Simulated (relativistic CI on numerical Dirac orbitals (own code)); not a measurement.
## Spin-allowed bands of a d3 ion in a tetrahedral site, by hand

Problem. Take Δ = 6100 cm⁻¹ and B = 620 cm⁻¹ for a d3 ion in a tetrahedral site. Calculate the three spin-allowed bands.

Working.
1. The terms of highest spin are 4F (energy 0) and 4P (15B = 9300 cm⁻¹). Here the F term splits into A2 at +1.2Δ = 7320, T2 at +0.2Δ = 1220 and T1 at −0.6Δ = -3660 cm⁻¹.
2. The two T1 states mix through the element 0.4Δ: H = [[-3660, 2440], [2440, 9300]], with roots ½(H₁₁ + H₂₂) ∓ ½√[(H₂₂ − H₁₁)² + 4H₁₂²] = ½(5640) ∓ ½(13848) = -4104 and 9744 cm⁻¹.
3. The ground term is 4T1 at -4104 cm⁻¹.
4. Bands: 4T2 5324 cm⁻¹ (1878 nm), 4A2 11424 cm⁻¹ (875 nm), 4T1(P) 13848 cm⁻¹ (722 nm).

Check. Exact diagonalisation of the whole d3 shell with these parameters gives 4T2 5324, 4A2 11424, 4T1 13848 cm⁻¹. The match is exact, since without spin-orbit coupling no other term has this spin. The ratio of the second band to the first, 2.146, depends on Δ/B = 9.8 alone, which is how a Tanabe-Sugano diagram is read.
